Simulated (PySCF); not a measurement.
BiCl2, SMILES [Cl][Bi][Cl], multiplicity 2. Geometry: B3LYP-D3(BJ)/def2-TZVP. The spin state was assumed, not searched. The isomer is the one that the SMILES or the coordinates give; other isomers of the formula were not compared. The def2 effective core potentials stand for the cores of Bi; spin–orbit coupling is left out.

Computed with B3LYP-D3(BJ)/def2-TZVP run with PySCF.

Harmonic wavenumbers (cm⁻¹): 102, 315, 333. Rotational constants (GHz): 3.787, 2.028, 1.321; symmetry number 2.

Task: Work out the zero-point energy and the ideal-gas rigid-rotor harmonic-oscillator thermochemistry at 298.15 K and 1 atm.

Result: ZPE = ½ Σ hcν = ½ × 749 cm⁻¹ = 4.48 kJ/mol. H − E(el) = 18.37 kJ/mol. Entropy in J/(mol K): translation 179.02, rotation 110.77, vibration 25.12, spin 5.76, total 320.67. G − E(el) = -77.23 kJ/mol. Cp = 55.03 J/(mol K). Modes under 150 cm⁻¹ make the vibrational entropy uncertain.
